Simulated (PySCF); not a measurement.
H7OSi2, charge +2, quartet, geometry from GFN2-xTB of the parent state (a state made from the parent by changing its charge; the spin is typed, not shown lowest); PBE0/6-31G run with PySCF.

Input for PySCF:
```python
from pyscf import gto, scf, dft

mol = gto.Mole()
mol.atom = '''
    Si    1.57259310   -0.32787865    0.43128443
    O     0.04546575   -0.19736209   -0.52085237
    Si   -1.59645535    0.44638018   -0.13762810
    H     2.51490900   -0.40711010   -0.67455778
    H     1.51112540    0.92190961    1.16707567
    H     1.34061387   -1.54617037    1.19083611
    H     0.08210873   -0.66697740   -1.36331658
    H    -2.19054693   -0.67297857    0.57578869
    H    -2.06000854    0.68633742   -1.49582128
    H    -1.22785623    1.60486461    0.65562572
'''
mol.basis = '6-31g'
mol.charge = 2
mol.spin = 3
mol.verbose = 5
mol.build()

mf = dft.UKS(mol)
mf.xc = 'pbe0'
mf.kernel()
```

What does PySCF print? Leave out banner, timings and long lists.


```
PySCF version 2.14.0

[INPUT] verbose = 5
[INPUT] max_memory = 4000
[INPUT] num. atoms = 10
[INPUT] num. electrons = 41
[INPUT] charge = 2
[INPUT] spin (= nelec alpha-beta = 2S) = 3
[INPUT] symmetry False subgroup None
[INPUT] Mole.unit = angstrom
[INPUT] Symbol           X                Y                Z      unit          X                Y                Z       unit  Magmom
[...]
[INPUT] ---------------- BASIS SET ----------------
[INPUT] l, kappa, [nprim/nctr], expnt,             c_1 c_2 ...
[INPUT] O
[...]
                                825.23495         0.0139501
                                188.04696         0.0684451
                                52.9645           0.2327143
                                16.89757          0.470193
                                5.7996353         0.3585209
[...]
                                3.5999336         -0.1480263
                                1.0137618         1.130767
[...]
                                3.5999336         0.3397528
                                1.0137618         0.7271586
[...]
[INPUT] Si
[...]
                                2425.58           0.0149288
                                553.867           0.0728478
                                156.34            0.24613
                                50.0683           0.485914
                                17.0178           0.325002
[...]
                                69.8731           -0.0357146
                                22.3363           -0.114985
                                8.15039           0.0935634
                                3.13458           0.603017
                                1.22543           0.418959
[...]
                                0.572922          0.00431572
                                0.222192          1.09818
[...]
                                69.8731           0.0326679
                                22.3363           0.134721
                                8.15039           0.328678
                                3.13458           0.44964
                                1.22543           0.261372
[...]
                                0.572922          0.253539
                                0.222192          0.800669
[...]
[INPUT] H
[...]
                                2.8253937         0.23472695
                                0.6401217         0.81375733
[...]
nuclear repulsion = 163.679434689177
number of shells = 33
number of NR pGTOs = 142
number of NR cGTOs = 49
basis = 6-31g
ecp = {}

******** <class 'pyscf.dft.uks.UKS'> ********
method = UKS
initial guess = minao
damping factor = 0
level_shift factor = 0
DIIS = <class 'pyscf.scf.diis.CDIIS'>
diis_start_cycle = 1
diis_space = 8
diis_damp = 0
SCF conv_tol = 1e-09
SCF conv_tol_grad = None
SCF max_cycles = 50
direct_scf = True
direct_scf_tol = 1e-13
number electrons alpha = 22  beta = 19
XC library pyscf.dft.libxc version 7.1.2
    S. Lehtola, C. Steigemann, M. J. T. Oliveira, and M. A. L. Marques,  SoftwareX 7, 1–5 (2018)
XC functionals = pbe0
    C. Adamo and V. Barone,  J. Chem. Phys. 110, 6158 (1999)
    M. Ernzerhof and G. E. Scuseria,  J. Chem. Phys. 110, 5029 (1999)
radial grids:
    Treutler-Ahlrichs [JCP 102, 346 (1995); DOI:10.1063/1.469408] (M4) radial grids

becke partition: Becke, JCP 88, 2547 (1988); DOI:10.1063/1.454033
pruning grids: <function nwchem_prune>
grids dens level: 3
symmetrized grids: False
atomic radii adjust function: <function treutler_atomic_radii_adjust>
small_rho_cutoff = 0
Set gradient conv threshold to 3.16228e-05
atom Si rad-grids = 80, ang-grids = [ 50  50  50  50  50  50  50  50  50  50  50  50  50  50  50  50  50  50
  50  50  50  50  50  86  86  86  86  86  86  86  86  86  86  86  86  86
 350 350 350 350 350 350 350 350 434 434 434 434 434 434 434 434 434 434
 434 434 434 434 434 434 434 434 350 350 350 350 350 350 350 350 350 350
 350 350 350 350 350 350 350 350]
atom O rad-grids = 75, ang-grids = [ 50  50  50  50  50  50  50  50  50  50  50  50  50  50  50  50  50  50
  50  50  50  50  50  86  86  86  86  86  86  86  86  86 266 266 266 266
 266 266 266 302 302 302 302 302 302 302 302 302 302 302 302 302 302 302
 302 302 302 302 302 266 266 266 266 266 266 266 266 266 266 266 266 266
 266 266 266]
atom H rad-grids = 50, ang-grids = [ 50  50  50  50  50  50  50  50  50  50  50  50  50  50  50  86  86  86
  86 266 266 266 266 266 302 302 302 302 302 302 302 302 302 302 302 302
 302 266 266 266 266 266 266 266 266 266 266 266 266 266]
tot_boxes 2912, boxes in each direction [14 12 11]
Padding 6 grids
tot grids = 121104
nelec by numeric integration = [21.49432054 21.49432054]
E1 = -1234.3563402750322  E2 = 412.7173500388314  Ecoul = 465.21170043553747  Exc = -52.494350396706075
init E= -657.959555547023
cond(S) = 287.72324619243545

  alpha mo_energy =
[-6.62279667e+01 -6.62279592e+01 -1.94617440e+01 -5.34144766e+00
 -5.34142044e+00 -3.66937752e+00 -3.66935664e+00 -3.66931169e+00
 -3.66929855e+00 -3.66782895e+00 -3.66781587e+00 -1.22963582e+00
 -6.82679428e-01 -6.72545030e-01 -5.55421711e-01 -4.97998138e-01
 -4.84588814e-01 -3.85035649e-01 -3.80023313e-01 -3.73614765e-01
 -3.60172897e-01 -7.87546475e-02 -1.35290184e-02  4.18691779e-02
  5.47451651e-02  6.22795171e-02  7.27406887e-02  8.69176894e-02
  8.98042142e-02  1.09215561e-01  1.92609244e-01  2.06893352e-01
  2.21304577e-01  2.34100356e-01  2.39480953e-01  2.62021060e-01
  2.99771856e-01  3.40819036e-01  8.24897909e-01  8.45849465e-01
  9.13460622e-01  9.22833178e-01  9.36044074e-01  9.76037102e-01
  9.86939676e-01  1.00753504e+00  1.10078515e+00  1.15506791e+00
  1.40528755e+00]
  beta  mo_energy =
[-6.62279667e+01 -6.62279592e+01 -1.94617440e+01 -5.34144766e+00
 -5.34142044e+00 -3.66937752e+00 -3.66935664e+00 -3.66931169e+00
 -3.66929855e+00 -3.66782895e+00 -3.66781587e+00 -1.22963582e+00
 -6.82679428e-01 -6.72545030e-01 -5.55421711e-01 -4.97998138e-01
 -4.84588814e-01 -3.85035649e-01 -3.80023313e-01 -3.73614765e-01
[...]
cycle= 33 E= -656.815903945496  delta_E= 3.33e-09  |g|= 1.56e-05  |ddm|= 0.000949

  alpha mo_energy =
[-6.67190829e+01 -6.67187007e+01 -1.97776129e+01 -5.81082821e+00
 -5.81043583e+00 -4.14553388e+00 -4.14507195e+00 -4.14435214e+00
 -4.14395836e+00 -4.14201246e+00 -4.14166770e+00 -1.58114342e+00
 -1.08349759e+00 -1.07807987e+00 -9.72622734e-01 -9.25911084e-01
 -9.06750829e-01 -8.36138961e-01 -8.34945358e-01 -8.16842293e-01
 -8.01414923e-01 -5.04946145e-01 -3.93088633e-01 -3.32934895e-01
 -3.17726113e-01 -2.99128216e-01 -2.95642158e-01 -2.84140579e-01
 -2.79974794e-01 -2.69592319e-01 -1.64336557e-01 -1.59559941e-01
 -1.36010613e-01 -1.26242530e-01 -1.13918963e-01 -8.79229369e-02
 -7.72848623e-02 -3.06122257e-02  4.30868177e-01  4.53411115e-01
  5.16376245e-01  5.30411022e-01  5.52537816e-01  5.94573437e-01
  6.07960791e-01  6.29286113e-01  7.07237836e-01  7.59719918e-01
  1.01360386e+00]
  beta  mo_energy =
[-6.67163170e+01 -6.67159641e+01 -1.97610938e+01 -5.80769828e+00
 -5.80733979e+00 -4.14009478e+00 -4.13969657e+00 -4.13902176e+00
 -4.13867636e+00 -4.13814098e+00 -4.13783785e+00 -1.54216866e+00
 -1.05501926e+00 -1.05201834e+00 -9.20988973e-01 -8.65387201e-01
 -8.52440814e-01 -7.66764711e-01 -7.65691185e-01 -7.21977570e-01
 -6.87562683e-01 -4.17835825e-01 -3.44165977e-01 -3.00896300e-01
 -2.84995000e-01 -2.76099835e-01 -2.70450465e-01 -2.59029920e-01
 -2.51961453e-01 -2.36410607e-01 -1.46336496e-01 -1.41785900e-01
 -1.16319133e-01 -1.08262944e-01 -1.01626186e-01 -6.67092469e-02
 -5.32437893e-02 -1.27647773e-02  4.60983886e-01  4.88646687e-01
  5.40090740e-01  5.72273397e-01  5.92469828e-01  6.27312009e-01
  6.40674032e-01  6.59532792e-01  7.31833999e-01  7.82858632e-01
  1.03901446e+00]
multiplicity <S^2> = 3.7571259  2S+1 = 4.0035614
nelec by numeric integration = [21.99998892 18.99999468]
E1 = -1215.5946576430615  E2 = 395.0993190097997  Ecoul = 447.0804473600255  Exc = -51.981128350225845
cycle= 34 E= -656.815903944085  delta_E= 1.41e-09  |g|= 5.09e-06  |ddm|= 0.000594

  alpha mo_energy =
[-6.67190801e+01 -6.67187002e+01 -1.97776112e+01 -5.81082576e+00
 -5.81043555e+00 -4.14553158e+00 -4.14507207e+00 -4.14434974e+00
 -4.14395821e+00 -4.14200971e+00 -4.14166685e+00 -1.58114142e+00
 -1.08349726e+00 -1.07807733e+00 -9.72624260e-01 -9.25909009e-01
 -9.06749214e-01 -8.36138349e-01 -8.34951633e-01 -8.16835735e-01
 -8.01412633e-01 -5.04945625e-01 -3.93088084e-01 -3.32938529e-01
 -3.17723977e-01 -2.99125540e-01 -2.95639409e-01 -2.84139540e-01
 -2.79972687e-01 -2.69595914e-01 -1.64334330e-01 -1.59559432e-01
 -1.36011263e-01 -1.26243180e-01 -1.13917678e-01 -8.79216442e-02
 -7.72840991e-02 -3.06120368e-02  4.30867857e-01  4.53416535e-01
  5.16380291e-01  5.30404686e-01  5.52529482e-01  5.94573380e-01
  6.07960411e-01  6.29297819e-01  7.07241044e-01  7.59718482e-01
  1.01360547e+00]
  beta  mo_energy =
[-6.67163142e+01 -6.67159636e+01 -1.97610922e+01 -5.80769585e+00
 -5.80733947e+00 -4.14009256e+00 -4.13969658e+00 -4.13901911e+00
 -4.13867573e+00 -4.13813848e+00 -4.13783742e+00 -1.54216715e+00
 -1.05501707e+00 -1.05201734e+00 -9.20988494e-01 -8.65385911e-01
 -8.52439939e-01 -7.66765206e-01 -7.65690622e-01 -7.21976472e-01
 -6.87561318e-01 -4.17835045e-01 -3.44165413e-01 -3.00895835e-01
 -2.84994267e-01 -2.76099783e-01 -2.70449000e-01 -2.59029903e-01
 -2.51959767e-01 -2.36410820e-01 -1.46335394e-01 -1.41784528e-01
 -1.16319365e-01 -1.08263131e-01 -1.01625590e-01 -6.67079771e-02
 -5.32430904e-02 -1.27641838e-02  4.60984923e-01  4.88648763e-01
  5.40092463e-01  5.72272063e-01  5.92467575e-01  6.27312070e-01
  6.40674045e-01  6.59537090e-01  7.31835873e-01  7.82858341e-01
  1.03901579e+00]
multiplicity <S^2> = 3.7571265  2S+1 = 4.0035616
nelec by numeric integration = [21.99998892 18.99999468]
E1 = -1215.5946807470332  E2 = 395.0993421139597  Ecoul = 447.0804741833054  Exc = -51.9811320693457
cycle= 35 E= -656.815903943896  delta_E= 1.88e-10  |g|= 2.17e-06  |ddm|= 0.00017

  alpha mo_energy =
[-6.67190813e+01 -6.67186994e+01 -1.97776125e+01 -5.81082680e+00
 -5.81043480e+00 -4.14553260e+00 -4.14507136e+00 -4.14435077e+00
 -4.14395748e+00 -4.14201083e+00 -4.14166601e+00 -1.58114249e+00
 -1.08349777e+00 -1.07807801e+00 -9.72624510e-01 -9.25909854e-01
 -9.06749560e-01 -8.36138752e-01 -8.34951414e-01 -8.16835493e-01
 -8.01412641e-01 -5.04945719e-01 -3.93088209e-01 -3.32938689e-01
 -3.17724069e-01 -2.99125579e-01 -2.95639594e-01 -2.84139656e-01
 -2.79972698e-01 -2.69596092e-01 -1.64334268e-01 -1.59559447e-01
 -1.36011358e-01 -1.26243363e-01 -1.13917662e-01 -8.79215908e-02
 -7.72841532e-02 -3.06121798e-02  4.30867156e-01  4.53416171e-01
  5.16379737e-01  5.30404346e-01  5.52529156e-01  5.94573699e-01
  6.07960457e-01  6.29298204e-01  7.07240700e-01  7.59717764e-01
  1.01360472e+00]
  beta  mo_energy =
[-6.67163153e+01 -6.67159628e+01 -1.97610935e+01 -5.80769687e+00
 -5.80733874e+00 -4.14009360e+00 -4.13969586e+00 -4.13902017e+00
 -4.13867497e+00 -4.13813946e+00 -4.13783675e+00 -1.54216811e+00
 -1.05501782e+00 -1.05201786e+00 -9.20988598e-01 -8.65386121e-01
 -8.52440426e-01 -7.66764896e-01 -7.65690553e-01 -7.21976635e-01
 -6.87561584e-01 -4.17835227e-01 -3.44165443e-01 -3.00895852e-01
 -2.84994571e-01 -2.76099819e-01 -2.70449106e-01 -2.59030097e-01
 -2.51959721e-01 -2.36410893e-01 -1.46335416e-01 -1.41784479e-01
 -1.16319426e-01 -1.08263314e-01 -1.01625595e-01 -6.67079234e-02
 -5.32431618e-02 -1.27643524e-02  4.60984324e-01  4.88648305e-01
  5.40091839e-01  5.72271987e-01  5.92467442e-01  6.27312240e-01
  6.40674117e-01  6.59537398e-01  7.31835583e-01  7.82857765e-01
  1.03901507e+00]
multiplicity <S^2> = 3.7571265  2S+1 = 4.0035617
nelec by numeric integration = [21.99998892 18.99999468]
E1 = -1215.594702611716  E2 = 395.09936397865704  Ecoul = 447.0804976288425  Exc = -51.98113365018547
Extra cycle  E= -656.815903943882  delta_E= 1.46e-11  |g|= 5.5e-06  |ddm|= 2.1e-05
converged SCF energy = -656.815903943882  <S^2> = 3.7571265  2S+1 = 4.0035617
```
